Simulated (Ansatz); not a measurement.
`CO[Si](C)(N)O` + HCl → `C[Si](N)(O)Cl` + CH₃OH  (ligand exchange at the Si–O bond)

Isolated molecules relaxed with PBE0-D4/def2-TZVP in Ansatz; ΔE leaves out vibrations. CCSD(T)/CBS adds triple-zeta CCSD(T) − MP2 to the extrapolated MP2 energy (def2 sets, frozen cores). This one scheme is used for every species. DFT in def2-TZVPP. One conformer a species, not always the lowest.

```json
{"level": "B2PLYP", "ΔE (kJ/mol)": "-0.9"}
{"level": "HF/def2-TZVPP", "ΔE (kJ/mol)": "0.7"}
{"level": "SCS-MP2/def2-QZVPP", "ΔE (kJ/mol)": "-0.7"}
{"level": "CCSD/CBS(def2)", "ΔE (kJ/mol)": "0.1"}
```

**Question.** What does CCSD(T)/CBS give? (An estimate is asked.)

**Answer.** Ansatz gave: -0.4 kJ/mol. The listed levels differ from it by -0.5, 1.1, -0.3, 0.5 kJ/mol.

Largest T1 diagnostic among the species: 0.011.

The D4 term adds +3.5 kJ/mol with B3LYP and +2.4 kJ/mol with PBE0; it sums over pairs of atoms, weighted by their polarisabilities, and B3LYP, whose exchange is more repulsive, gets the larger term.

B3LYP here is the variant with VWN-RPA as its local correlation; programs differ in this.
